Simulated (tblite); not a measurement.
C5H11BF2O.
Numbering: `[BH2:1][C@@H:2]([CH2:3][CH2:4][CH3:5])[O:6][CH:7]([F:8])[F:9]` (hydrogens: H10, H11 on B1; H12 on C2; H13, H14 on C3; H15, H16 on C4; H17, H18, H19 on C5; H20 on C7)

Computed with GFN2-xTB (tblite), gas phase: L-BFGS steps from a force-field or distance-geometry start until the largest atomic force falls under 0.01 eV/Å.

Step 17: E = -845.4761 eV
```
atom  x, y, z in Å  |  force x, y, z in eV/Å
B1     -0.6587   -1.9303    1.3944   -0.028  -0.052  -0.012
C2     -0.4373   -0.5122    0.7037   -0.025  -0.050  -0.005
C3      0.7761   -0.5518   -0.2397    0.026   0.016  -0.001
C4      1.0426    0.8160   -0.8677    0.034   0.013  -0.026
C5      2.2938    0.7947   -1.7368   -0.004  -0.011   0.004
O6     -1.5943   -0.1918   -0.1336   -0.007   0.030   0.100
C7     -2.5080    0.5699    0.4669   -0.058   0.081   0.035
F8     -3.6350    0.5669   -0.2591   -0.021  -0.043  -0.055
F9     -2.1171    1.8838    0.5192    0.008   0.007   0.016
H10    -0.9425   -2.8217    0.7000   -0.054  -0.002  -0.007
H11    -0.5555   -2.0944    2.5455    0.087   0.091  -0.027
H12    -0.2847    0.3278    1.3959   -0.061  -0.052  -0.028
H13     0.5868   -1.2817   -1.0272   -0.028   0.005   0.020
H14     1.6441   -0.8846    0.3316    0.035   0.021   0.026
H15     1.1573    1.5657   -0.0810    0.015  -0.015  -0.002
H16     0.1794    1.0966   -1.4729    0.020   0.011   0.015
H17     2.1870    0.0682   -2.5397    0.014   0.017   0.009
H18     3.1649    0.5244   -1.1419   -0.008   0.012  -0.030
H19     2.4679    1.7737   -2.1788   -0.010  -0.035   0.018
H20    -2.7720    0.2915    1.5097    0.065  -0.045  -0.050
```

Step 18: E = -845.4781 eV
```
atom  x, y, z in Å  |  force x, y, z in eV/Å
B1     -0.6589   -1.9312    1.3959   -0.013  -0.001  -0.031
C2     -0.4356   -0.5114    0.7085   -0.010  -0.032  -0.027
C3      0.7779   -0.5533   -0.2380   -0.002   0.022   0.008
C4      1.0429    0.8160   -0.8666    0.030  -0.022  -0.006
C5      2.2935    0.7940   -1.7367   -0.015  -0.006   0.011
O6     -1.5906   -0.1872   -0.1312    0.020   0.001   0.076
C7     -2.5093    0.5705    0.4657   -0.039   0.067   0.005
F8     -3.6334    0.5633   -0.2642   -0.045  -0.054  -0.073
F9     -2.1244    1.8851    0.5159    0.017   0.034   0.045
H10    -0.9561   -2.8132    0.6948   -0.054  -0.012   0.026
H11    -0.5397   -2.0956    2.5457    0.079   0.065  -0.043
H12    -0.2803    0.3295    1.4000   -0.068  -0.072  -0.033
H13     0.5809   -1.2824   -1.0255   -0.005   0.024   0.038
H14     1.6490   -0.8886    0.3298   -0.010   0.036   0.004
H15     1.1596    1.5651   -0.0785    0.004  -0.029  -0.027
H16     0.1785    1.0960   -1.4721    0.046   0.007   0.042
H17     2.1860    0.0678   -2.5397    0.014   0.016   0.010
H18     3.1655    0.5248   -1.1427   -0.009   0.008  -0.028
H19     2.4655    1.7732   -2.1777   -0.001  -0.023   0.004
H20    -2.7761    0.2881    1.5051    0.060  -0.030   0.000
```

Step 19: E = -845.4799 eV
```
atom  x, y, z in Å  |  force x, y, z in eV/Å
B1     -0.6592   -1.9321    1.3968    0.005   0.037  -0.041
C2     -0.4343   -0.5114    0.7124    0.000  -0.008  -0.040
C3      0.7796   -0.5543   -0.2363   -0.027   0.018   0.017
C4      1.0437    0.8157   -0.8657    0.016  -0.046   0.018
C5      2.2930    0.7932   -1.7365   -0.015  -0.002   0.010
O6     -1.5874   -0.1829   -0.1276    0.025  -0.019   0.013
C7     -2.5113    0.5723    0.4647   -0.007   0.026  -0.024
F8     -3.6325    0.5590   -0.2702   -0.037  -0.048  -0.063
F9     -2.1307    1.8870    0.5138    0.007   0.051   0.061
H10    -0.9693   -2.8058    0.6907   -0.055  -0.023   0.055
H11    -0.5239   -2.0953    2.5450    0.070   0.037  -0.054
H12    -0.2778    0.3296    1.4030   -0.061  -0.072  -0.017
H13     0.5754   -1.2825   -1.0234    0.018   0.031   0.043
H14     1.6531   -0.8914    0.3284   -0.046   0.045  -0.012
H15     1.1618    1.5640   -0.0768    0.000  -0.031  -0.037
H16     0.1785    1.0957   -1.4706    0.054   0.005   0.053
H17     2.1855    0.0677   -2.5396    0.011   0.006   0.002
H18     3.1659    0.5253   -1.1440    0.001   0.000  -0.018
H19     2.4633    1.7724   -2.1765    0.006  -0.002  -0.011
H20    -2.7785    0.2846    1.5009    0.036  -0.006   0.046
```

Task: Estimate the geometry and energy of step 20. (The exact step hangs on the optimiser's Hessian estimate; all steps are aligned on step 19, rigid shifts and turns removed.)

Result: E = -845.4816 eV, largest force 0.101 eV/Å
```
atom  x, y, z in Å  |  force x, y, z in eV/Å
B1     -0.6595   -1.9324    1.3969    0.019   0.052  -0.043
C2     -0.4329   -0.5116    0.7155   -0.006   0.014  -0.044
C3      0.7807   -0.5548   -0.2345   -0.041   0.007   0.021
C4      1.0448    0.8145   -0.8645    0.001  -0.047   0.033
C5      2.2924    0.7924   -1.7362   -0.004   0.001   0.002
O6     -1.5841   -0.1787   -0.1240    0.008  -0.022  -0.063
C7     -2.5135    0.5743    0.4634    0.025  -0.024  -0.037
F8     -3.6320    0.5538   -0.2771   -0.002  -0.031  -0.032
F9     -2.1366    1.8896    0.5131   -0.014   0.044   0.063
H10    -0.9832   -2.7990    0.6880   -0.055  -0.030   0.079
H11    -0.5074   -2.0945    2.5431    0.061   0.012  -0.060
H12    -0.2765    0.3285    1.4056   -0.046  -0.053   0.012
H13     0.5705   -1.2821   -1.0205    0.034   0.024   0.031
H14     1.6562   -0.8934    0.3269   -0.063   0.044  -0.012
H15     1.1638    1.5624   -0.0757    0.002  -0.020  -0.026
H16     0.1795    1.0954   -1.4681    0.042   0.005   0.046
H17     2.1852    0.0678   -2.5394    0.006  -0.007  -0.009
H18     3.1662    0.5258   -1.1457    0.016  -0.008  -0.004
H19     2.4613    1.7715   -2.1757    0.009   0.017  -0.022
H20    -2.7801    0.2812    1.4975    0.009   0.022   0.067
```

The energy changes by -0.0017 eV. The first-order estimate −F·Δx gives -0.0024 eV and the mean of the old and new forces, exact on a quadratic surface, -0.0017 eV. The step makes an angle of 72° with the force vector and moves no atom by more than 0.017 Å.

The cost below is that of the whole relaxation. Time: 3.5 s wall, 2.6 s CPU. Hardware: one thread of an Intel Xeon at 2.50 GHz (shared host).
